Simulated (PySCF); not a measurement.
Species: `BB(N)N`. The columns A, B, C and D hold Mulliken, IAO, Hirshfeld and ESP-fitted charges (e) of one PBE0/pcSseg-1 density (PySCF), in a shuffled order. Coordinates in Å (PBE0-D3(BJ)/def2-SVP); the density's dipole moment is (-1.54, 0.63, -0.15) D.

```json
{"atom": "B1", "x": "1.446", "y": "-0.610", "z": "0.034", "A": "+0.378", "B": "-0.087", "C": "-0.064", "D": "+0.099"}
{"atom": "B2", "x": "-0.128", "y": "0.036", "z": "-0.121", "A": "+0.440", "B": "+0.344", "C": "+0.166", "D": "+0.096"}
{"atom": "N3", "x": "-0.309", "y": "1.437", "z": "-0.261", "A": "-1.067", "B": "-0.503", "C": "-0.578", "D": "-0.270"}
{"atom": "N4", "x": "-1.253", "y": "-0.830", "z": "-0.109", "A": "-1.058", "B": "-0.503", "C": "-0.578", "D": "-0.270"}
{"atom": "H5", "x": "2.109", "y": "-0.955", "z": "-0.924", "A": "-0.174", "B": "+0.012", "C": "+0.014", "D": "-0.067"}
{"atom": "H6", "x": "1.987", "y": "-0.761", "z": "1.110", "A": "-0.173", "B": "+0.012", "C": "+0.014", "D": "-0.067"}
{"atom": "H7", "x": "0.452", "y": "2.100", "z": "-0.275", "A": "+0.399", "B": "+0.189", "C": "+0.262", "D": "+0.122"}
{"atom": "H8", "x": "-1.216", "y": "1.876", "z": "-0.357", "A": "+0.431", "B": "+0.174", "C": "+0.251", "D": "+0.118"}
{"atom": "H9", "x": "-2.207", "y": "-0.505", "z": "-0.197", "A": "+0.428", "B": "+0.174", "C": "+0.251", "D": "+0.118"}
{"atom": "H10", "x": "-1.185", "y": "-1.832", "z": "-0.014", "A": "+0.396", "B": "+0.189", "C": "+0.262", "D": "+0.122"}
```

Task: Which column most likely holds the ESP-fitted charges?

Result: A. Σ q r misses the density's dipole by 0.02 D (A), 0.55 D (D), 0.59 D (C), 1.32 D (B). Charges fitted to the outside potential are the only set here that is tied to the molecule's multipoles.

Task: And the Hirshfeld charges?

Result: D. The mean sizes are 0.135 e (D), 0.219 e (B), 0.244 e (C), 0.494 e (A), and Hirshfeld charges are commonly the smallest of these schemes.

As computed, A = ESP-fitted, B = Mulliken, C = IAO, D = Hirshfeld.

The IAO scheme counts the electrons in orthogonalised intrinsic atomic orbitals, a minimal basis polarised so that it spans the occupied orbitals exactly. The Hirshfeld scheme divides the density at each point in proportion to the densities of the neutral, spherically averaged free atoms.

Geometry: PBE0-D3(BJ)/def2-SVP; no solvent, vibrations or thermal averaging.

Shape of the structure used: `[BH2:1][B:2]([NH2:3])[NH2:4]`: H–N3–B2–B1 0°, H–N3–B2–B1 180°, H–N4–B2–B1 180°, H–N4–B2–B1 0°.
